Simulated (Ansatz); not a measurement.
Start from `C[O][AlH][Cl]` and change one element to get `C[O][InH][Cl]`.

Ansatz, PBE0-D4/def2-TZVP geometries, multiplicity 1. Each molecule was computed in one conformer, which needn't be the lowest.

Elements past krypton have def2 core potentials.

| property | `C[O][AlH][Cl]` |
| --- | --- |
| LUMO energy (PBE/def2-TZVPP) / eV | -1.51 |
| LUMO energy (B3LYP/def2-TZVPP) / eV | -0.96 |
| HOMO energy (PBE0/def2-TZVPP) / eV | -8.47 |
| HOMO energy (B3LYP/def2-TZVPP) / eV | -8.23 |
| ideal-gas entropy at 298 K and 1 bar (rigid rotor, harmonic PBE0-D4/def2-TZVP) / J/(mol·K) | 333 |
| HOMO–LUMO gap (PBE/def2-TZVPP) / eV | 5.44 |

Give the same properties after the change, and the shifts. (Best estimate.)

Ansatz gave: 
```tsv
property	`C[O][InH][Cl]`	shift
LUMO energy (PBE/def2-TZVPP) / eV	-2.24	-0.73
LUMO energy (B3LYP/def2-TZVPP) / eV	-1.78	-0.82
HOMO energy (PBE0/def2-TZVPP) / eV	-7.77	0.70
HOMO energy (B3LYP/def2-TZVPP) / eV	-7.55	0.68
ideal-gas entropy at 298 K and 1 bar (rigid rotor, harmonic PBE0-D4/def2-TZVP) / J/(mol·K)	358	25
HOMO–LUMO gap (PBE/def2-TZVPP) / eV	4.08	-1.36
```

With PBE0 the HOMO rises by 0.70 eV and the LUMO falls by 0.75 eV, so the gap narrows by about 1.45 eV. PBE moves the HOMO by 0.64 eV and ωB97M-V by 0.71 eV.

B3LYP here is the variant with VWN-RPA as its local correlation; programs differ in this.
